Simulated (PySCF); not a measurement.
**Polarisability and C₆ of Cr⁺ (chromium, charge +1)**

[Ar] 3d4 4s1, high-spin 6D determinant (an excited configuration). Calculation: PySCF 2.14, in aug-cc-pwCVTZ-DK with one added diffuse shell each of s, p, d, f, g type (11s10p8d5f4g, 152 functions); the spin-free X2C one-electron Hamiltonian (Gaussian nucleus). Coupled (time-dependent) response in atomic units; α is the mean over directions.

```json
{"method": "r2SCANh", "mean α (bohr³)": "35.15", "α xx, yy, zz": "35.33, 35.33, 34.79", "C₆ (like pair)": "207.1", "S(−4)": "924.2"}
```

S(−4) is the Cauchy moment in α(ω) = α(0) + S(−4) ω² + …

α(iu) at r2SCANh:

```json
{"u (hartree)": "0", "α(iu) (bohr³)": "35.15"}
{"u (hartree)": "0.0500", "α(iu) (bohr³)": "33.00"}
{"u (hartree)": "0.100", "α(iu) (bohr³)": "28.05"}
{"u (hartree)": "0.200", "α(iu) (bohr³)": "18.25"}
{"u (hartree)": "0.300", "α(iu) (bohr³)": "12.29"}
{"u (hartree)": "0.500", "α(iu) (bohr³)": "6.906"}
{"u (hartree)": "0.750", "α(iu) (bohr³)": "4.341"}
{"u (hartree)": "1.00", "α(iu) (bohr³)": "3.134"}
{"u (hartree)": "1.50", "α(iu) (bohr³)": "1.965"}
{"u (hartree)": "2.00", "α(iu) (bohr³)": "1.383"}
{"u (hartree)": "3.00", "α(iu) (bohr³)": "0.8044"}
{"u (hartree)": "5.00", "α(iu) (bohr³)": "0.3743"}
```

A single London oscillator, α(iu) = α/(1 + u²/ω²), gives C₆ = (3/4) ω α². Matching the computed C₆ needs ω = 4 × 207.1 / (3 × 35.15²) = 0.223 hartree.

For an ion, C₆ is the dispersion term alone; charge-induced terms of lower order in 1/R come first.

The components differ because the open shell of this determinant is not spherical; for a pure term their mean is the scalar polarisability.
